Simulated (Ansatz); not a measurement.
Ti₂H, relaxed as a doublet with UKS B3LYP-D4/def2-TZVP in Ansatz, starting from the GFN1-xTB geometry. Force threshold 0.02 eV/Å.

The charge 0 doublet is spin-contaminated (final ⟨S²⟩ up to 2.84, 0.75 for a pure state). The structure comes from a short search, and lower isomers may exist.

Start:

Cartesian coordinates in Å:
```
Ti 1.003 -1.414 1.317
Ti -0.139 0.196 -0.182
H -0.865 1.218 -1.135
```

```tsv
step	energy (eV)	largest force component (eV/Å)	SCF passes
1	-46241.6601	2.593	714
2	-46241.9402	0.552	691
3	-46241.9917	0.237	465
4	-46242.0063	0.144	615
5	-46242.0076	0.006	459
```

Force components are those of the run's own axes.

End:

```
atom    x (Å)    y (Å)    z (Å)
 Ti1   1.1020  -1.5523   1.4465
 Ti2  -0.1333   0.1828  -0.1707
  H3  -0.9688   1.3694  -1.2758
```

By distances, no bond broke or formed. The bond that changes most is Ti2–H3, from 1.57 to 1.82 Å (atoms count from 1).

No frequencies were taken in this run, so the end may be a saddle point.

Run time 3.4 min (4 threads of Arm Neoverse V2 on a shared host).
